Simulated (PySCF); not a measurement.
Species: C7H8FNO.
Cartesian coordinates in Å at the GFN2-xTB level; atoms count from 1:
```xyz
18
C7H8FNO angstrom
C     -1.2807   -1.3430    0.7010
C     -0.5005   -0.1455    0.3122
C     -0.8675    0.9000   -0.4388
C     -2.1181    1.1306   -1.0281
N     -3.1435    1.3236   -1.5045
C      0.2891    1.8532   -0.5878
O      1.2808    1.3554    0.2951
C      0.9466    0.0397    0.6972
C      1.8505   -1.0103    0.0235
F      1.5007   -1.1860   -1.2907
H     -1.1933   -1.5232    1.7720
H     -0.8956   -2.2206    0.1806
H     -2.3279   -1.2172    0.4377
H      0.6588    1.8639   -1.6236
H      0.0393    2.8777   -0.2918
H      1.1120   -0.0383    1.7812
H      1.7512   -1.9833    0.5137
H      2.8893   -0.6703    0.0396
```

Definitions: NICS(0) = −σiso at the ring centroid; NICS(1) = −σiso and NICS(1)zz = −σzz at ±1 Å along the ring normal z. Level: GIAO PBE0/pcSseg-1 (PySCF, non-relativistic, gas phase) on the GFN2-xTB geometry, one conformer.

Ring bond lengths (Å), with Mayer bond orders in brackets: C2–C3 1.339 (1.69), C3–C6 1.506 (1.03), C6–O7 1.418 (0.92), O7–C8 1.416 (0.93), C8–C2 1.509 (1.04).

**Question.** What do the NICS probes read (ppm)?

**Answer.** 
```json
{"ring": "C2–C3–C6–O7–C8", "type": "5-membered ring with O; formal bonds 1 double, 4 single", "NICS(0)": "-5.2", "NICS(1), two faces": "-3.2 / -2.6", "NICS(1)zz, two faces": "-4.8 / -4.5", "rms pucker (Å)": "0.06", "centre to ring atoms, mean (Å)": "1.22"}
```

**Question.** What do they say, and how far can they be read as aromaticity?

**Answer.** 
- C2–C3–C6–O7–C8: mean NICS(1)zz -4.7 ppm, shielded. C6, C8 have four or more neighbours; no verdict on aromaticity is drawn.

**Question.** List the ring angles and the Hirshfeld charges of the ring atoms.

**Answer.** 
- C2–C3–C6–O7–C8: C2 108.1° (+0.029 e), C3 109.8° (-0.006 e), C6 104.7° (+0.009 e), O7 109.8° (-0.147 e), C8 105.5° (+0.038 e); sum 537.9° against 540° for a flat convex ring.

On Intel Xeon 6975P-C, one thread, shared host, this took 26 s wall and 0.95 GiB of memory at its peak. This is the whole shielding run at PBE0/pcSseg-1, SCF included.
